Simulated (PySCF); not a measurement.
Computed with PySCF with PBE-D3(BJ)/def2-TZVP // B3LYP-D3(BJ)/def2-TZVP. Gas-phase values, no solvent. 

Reference species (SMILES): `[AlH3]` (neutral, multiplicity 1).

* **HOMO–LUMO gap**: 4.78 eV
* **LUMO**: -2.52 eV
* **dipole moment**: 0.00 D

Changed species: `[AlH2][SiH3]` (1 of 3 H replaced by SiH3; the reference has 0 of 3 H replaced by SiH3).

Task: What does the change do to the HOMO–LUMO gap, LUMO and dipole moment?

Result: the HOMO–LUMO gap falls by 1.11 eV, to 3.67 eV; the LUMO drops by 0.35 eV, to -2.87 eV; the dipole moment rises by 0.22 D, to 0.22 D.
